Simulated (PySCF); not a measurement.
SbF4, SMILES [F][Sb]([F])([F])[F], multiplicity 2. Coordinates come from a PBE0-D3(BJ)/def2-SVP optimisation. The multiplicity is an assumed one; other spin states were not compared. The isomer is the one that the SMILES or the coordinates give; other isomers of the formula were not compared. The def2 effective core potentials stand for the cores of Sb; spin–orbit coupling is left out.

All values below come from PySCF 2.14.0 with PBE0-D3(BJ)/def2-SVP.

Harmonic wavenumbers (cm⁻¹): 99, 120, 192, 211, 224, 557, 578, 677, 682. Rotational constants (GHz): 3.763, 2.566, 2.284; symmetry number 2.

Question: Work out the zero-point energy and the ideal-gas rigid-rotor harmonic-oscillator thermochemistry at 298.15 K and 1 atm.

Answer: ZPE = ½ Σ hcν = ½ × 3341 cm⁻¹ = 19.98 kJ/mol. H − E(el) = 39.54 kJ/mol. Entropy in J/(mol K): translation 174.68, rotation 107.54, vibration 60.34, spin 5.76, total 348.33. G − E(el) = -64.31 kJ/mol. Cp = 88.91 J/(mol K). Modes under 150 cm⁻¹ make the vibrational entropy uncertain.
